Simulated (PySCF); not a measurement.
## How methods differ on the excitation energy of Mo²⁺

Mo²⁺ [Kr] 4d4 (5D) → Mo²⁺ [Kr] 4d3 5p1 (high-spin determinant), as a difference of total energies. All numbers are calculated (PySCF 2.14, a scalar-relativistic core potential, in aug-cc-pwCVDZ-PP with ECP28MDF (6s6p5d3f, 70 functions)). Correlated levels: valence: 4s2 4p6 frozen; valence and next inner shell: nothing frozen outside the core potential. The calculations carry no spin-orbit coupling.

```csv
method,excitation energy (eV)
UHF,9.139
LDA,9.193
PBE,9.116
PBE0,9.298
r2SCAN,9.154
PBEsol,9.168
CAM-B3LYP,9.249
BP86,9.054
TPSSh,9.087
MP2 (valence),9.389
SCS-MP2 (valence),9.223
MP2 (valence and next inner shell),9.408
SCS-MP2 (valence and next inner shell),9.294
```

Problem. How much does correlation contribute at MP2 (valence and next inner shell)?

Solution. 9.408 − (9.139) = 0.269 eV, measured against UHF.

The determinant of the upper state mixes LS terms, which raises its energy above the lowest term, most at the Hartree-Fock and MP2 levels.
